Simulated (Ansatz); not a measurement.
Isolated molecules relaxed with PBE0-D4/def2-TZVP in Ansatz; ΔE leaves out vibrations. CCSD(T)/CBS is the MP2 limit (def2-TZVPP, def2-QZVPP) plus CCSD(T) − MP2 in def2-TZVPP, frozen cores. This one scheme is used for every species. Functionals use def2-TZVPP. For Ge outer-core shells are correlated without core-valence functions, which leaves a few kJ/mol of doubt a bond. Scalar relativity is left out up to krypton. Each species was taken in one conformer, which may not be the lowest.

Consider the ligand exchange at the Si–O bond: `O[SiH2]F` + `C[NH][GeH3]` → `C[N]([GeH3])[SiH2]F` + H₂O.

```json
{"species": "`O[SiH2]F`", "revPBE-D4 energy (Eh)": "-466.44717"}
{"species": "`C[NH][GeH3]`", "revPBE-D4 energy (Eh)": "-2173.92455"}
{"species": "`C[N]([GeH3])[SiH2]F`", "revPBE-D4 energy (Eh)": "-2563.92224"}
{"species": "H₂O", "revPBE-D4 energy (Eh)": "-76.44108"}
```

(1) Work out ΔE.

(2) What do rigid-rotor, harmonic-oscillator terms from PBE0-D4/def2-TZVP frequencies (298.15 K, 1 bar) make of the CCSD(T)/CBS value? (Best estimate.)

Largest T1 diagnostic among the species: 0.012.

Results:

(1) ΔE = (-2563.92224) + (-76.44108) − (-466.44717) − (-2173.92455) = 0.00840 Eh = +0.23 eV. CCSD(T)/CBS gives +0.25 eV.

(2) The calculation gave: ΔZPE = -0.05 eV, ΔH = +0.24 eV, ΔS = -15 J/(mol·K), ΔG = +0.29 eV.

Leaving LDA and LC-ωPBE aside and taking each functional with its dispersion term where it has one, the values, not all of them listed here, spread over 0.13 eV, from revPBE-D4 to B2PLYP. LDA lies −0.07 eV from PBE without D4. In def2-TZVPP, CCSD(T) changes the Hartree–Fock value by −0.22 eV (the triples alone add −0.03 eV) and MP2 by −0.24 eV.
